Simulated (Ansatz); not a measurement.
`N[SiH2]CBS` + `NB(O)O` → `OB(O)BS` + `NC[SiH2]N`  (redistribution)

Isolated molecules relaxed with PBE0-D4/def2-TZVP in Ansatz; ΔE leaves out vibrations. CCSD(T)/CBS is the MP2 limit (def2-TZVPP, def2-QZVPP) plus CCSD(T) − MP2 in def2-TZVPP, frozen cores. This one scheme is used for every species. DFT in def2-TZVPP. B3LYP here is the variant with VWN-RPA as its local correlation; programs differ in this. One conformer a species, not always the lowest.

| level | ΔE (kJ/mol) | difference from CCSD(T)/CBS |
| --- | --- | --- |
| r2SCAN-D4 | 222.8 | 4.3 |
| PBE0-D4 | 216.7 | -1.8 |
| ωB97X-V | 212.3 | -6.2 |
| PBE | 204.4 | -14.1 |
| PBE0 | 214.0 | -4.5 |
| B3LYP | 211.8 | -6.7 |
| HF/def2-QZVPP | 225.6 | 7.1 |
| SCS-MP2/def2-QZVPP | 221.7 | 3.2 |
| HF/CBS(def2) | 225.6 | 7.1 |
| MP2/CBS(def2) | 230.0 | 11.5 |
| CCSD(T)/CBS | 218.5 | 0 |

Largest T1 diagnostic among the species: 0.015.

From PBE to PBE0 (25 % exact exchange), in def2-TZVPP and without D4, ΔE moves by +9.6 kJ/mol. The D4 term adds +4.8 kJ/mol with B3LYP and +2.8 kJ/mol with PBE0; it sums over pairs of atoms, weighted by their polarisabilities, and B3LYP, whose exchange is more repulsive, gets the larger term.
